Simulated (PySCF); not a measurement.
The numbers below are computed, except where a source is named.
Si3H6F

Si3H6F is a small molecule (built as: Si site whose three back bonds go to SiH3, SiH3, F), neutral, doublet. The structure, one conformer, was relaxed in the gas phase by PBE0-D3(BJ)/def2-SVP. No frequency run checks that it is a minimum.

SMILES: F[Si]([SiH3])[SiH3]

Coordinates in Å:
```
Si1     0.025   -0.311    1.037
Si2    -1.976    0.128   -0.104
Si3     1.976    0.222   -0.149
F4      0.059   -1.893    1.478
H5     -1.941    1.570   -0.498
H6     -2.119   -0.714   -1.334
H7     -3.149   -0.115    0.788
H8      3.179    0.095    0.726
H9      2.157   -0.650   -1.352
H10     1.830    1.644   -0.590
```

EPR values by unrestricted B3LYP, IGLO-III on F Si, pcH-1 on H.

Q: Predict g and the largest hyperfine couplings. Where does the spin sit?

A: g = 2.0014, 2.0020, 2.0073. The spin sits on Si1 (86 %, bonded to 1 F + 2 Si) by Mulliken populations.
```
atom  isotope  isotropic (MHz)  dipolar, principal values (MHz)
 Si1     29Si           -440.0               -151.9, 74.7, 77.3
  F4      19F             95.9            -112.9, -111.4, 224.3
  H6       1H             65.3                  -2.4, -0.2, 2.6
  H9       1H             64.0                  -2.4, -0.2, 2.6
 Si3     29Si            -43.2                  -12.6, 4.9, 7.7
 Si2     29Si            -42.9                  -12.5, 4.8, 7.6
```

Q: How do the isotropic couplings move with BHandHLYP?

A: Si1 -440.0 to -476.8 MHz, F4 95.9 to 129.7 MHz, H6 65.3 to 63.5 MHz, H9 64.0 to 62.2 MHz.
